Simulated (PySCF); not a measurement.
Isomers of C7H8O3, one GFN2-xTB conformer each. Single-point energies are computed at PBE0/pcSseg-1 (PySCF, gas phase, no added dispersion term), electronic only.

```csv
SMILES,GFN2-xTB relative energy (kcal/mol)
CC(=O)O/C=C/C=C/C=O,41.0
CO/C=C/C1=CCOC1=O,22.7
O=CO[C@@H]1CCC=CC1=O,20.7
C[C@@H](O)c1ccc(=O)oc1,17.6
CCc1ccc(C(=O)O)o1,0.0
CC#CCC(=O)OC(C)=O,36.6
COC1(C)C(=O)C=CC1=O,40.6
```

Conformers: `[CH3:1][C:2](=[O:3])[O:4]/[CH:5]=[CH:6]/[CH:7]=[CH:8]/[CH:9]=[O:10]` with C1–C2–O4–C5 180°, C2–O4–C5–C6 180°, C5–C6–C7–C8 180°, C7–C8–C9–O10 0°; `[CH3:1][O:2]/[CH:3]=[CH:4]/[C:5]1=[CH:6][CH2:7][O:8][C:9]1=[O:10]` with C1–O2–C3–C4 0°, C3–C4–C5–C6 -1°; `[O:1]=[CH:2][O:3][C@@H:4]1[CH2:5][CH2:6][CH:7]=[CH:8][C:9]1=[O:10]` with O1–C2–O3–C4 8°, C2–O3–C4–C5 -155°, O3–C4–C5–C6 178°, C4–C5–C6–C7 49°, C5–C6–C7–C8 -18°, C7–C8–C9–O10 169°; `[CH3:1][C@@H:2]([OH:3])[c:4]1[cH:5][cH:6][c:7](=[O:8])[o:9][cH:10]1` with C1–C2–O3–H -179°, C1–C2–C4–C5 -76°; `[CH3:1][CH2:2][c:3]1[cH:4][cH:5][c:6]([C:7](=[O:8])[OH:9])[o:10]1` with C1–C2–C3–C4 0°, C5–C6–C7–O8 1°, C6–C7–O9–H 180°; `[CH3:1][C:2]#[C:3][CH2:4][C:5](=[O:6])[O:7][C:8]([CH3:9])=[O:10]` with C3–C4–C5–O6 107°, C4–C5–O7–C8 166°, C5–O7–C8–C9 170°; `[CH3:1][O:2][C:3]1([CH3:4])[C:5](=[O:6])[CH:7]=[CH:8][C:9]1=[O:10]` with C1–O2–C3–C4 180°, O2–C3–C5–O6 -32°, C3–C5–C7–C8 -14°, C7–C8–C9–O10 -164°, O2–C3–C9–C8 -146°.

**Question.** What does PBE0/pcSseg-1 give for the same structures?

**Answer.** 
| SMILES | PBE0/pcSseg-1 E (Eh) | PBE0/pcSseg-1 (kcal/mol) | GFN2-xTB (kcal/mol) | point group |
| --- | --- | --- | --- | --- |
| CCc1ccc(C(=O)O)o1 | -496.63006 | 0.0 | 0.0 | Cs |
| O=CO[C@@H]1CCC=CC1=O | -496.61121 | 11.8 | 20.7 | C1 |
| C[C@@H](O)c1ccc(=O)oc1 | -496.60474 | 15.9 | 17.6 | C1 |
| CC(=O)O/C=C/C=C/C=O | -496.58748 | 26.7 | 41.0 | Cs |
| CO/C=C/C1=CCOC1=O | -496.58527 | 28.1 | 22.7 | Cs |
| COC1(C)C(=O)C=CC1=O | -496.57590 | 34.0 | 40.6 | Cs |
| CC#CCC(=O)OC(C)=O | -496.57305 | 35.8 | 36.6 | C1 |

Both levels put the same isomer lowest; measured from each level's own lowest isomer, the values differ by up to 14.3 kcal/mol (CC(=O)O/C=C/C=C/C=O: 41.0 against 26.7). As drawn, the lowest has an aromatic ring and an O–H bond, which the highest lacks; the highest has a C≡C bond, which the lowest lacks. Neighbours under 2.5 kcal/mol apart (CC(=O)O/C=C/C=C/C=O and CO/C=C/C1=CCOC1=O; COC1(C)C(=O)C=CC1=O and CC#CCC(=O)OC(C)=O) can change places with a better method, another conformer or zero-point energy.

**Question.** Which frontier levels, dipoles and rotational constants go with these structures?

**Answer.** 
```tsv
SMILES	HOMO (eV, PBE0/pcSseg-1)	LUMO (eV)	dipole (D)	A, B, C (MHz)
CCc1ccc(C(=O)O)o1	-6.83	-1.18	3.05	3933, 725.1, 616.9
O=CO[C@@H]1CCC=CC1=O	-7.48	-1.79	5.01	2501, 1041, 845.4
C[C@@H](O)c1ccc(=O)oc1	-6.99	-1.84	4.23	3467, 775.5, 716.6
CC(=O)O/C=C/C=C/C=O	-7.00	-2.30	5.26	5633, 393.9, 369.0
CO/C=C/C1=CCOC1=O	-6.52	-1.50	4.03	3200, 692.0, 573.1
COC1(C)C(=O)C=CC1=O	-7.02	-2.85	2.75	1619, 1566, 1161
CC#CCC(=O)OC(C)=O	-7.44	-0.86	4.43	1948, 742.2, 633.1
```
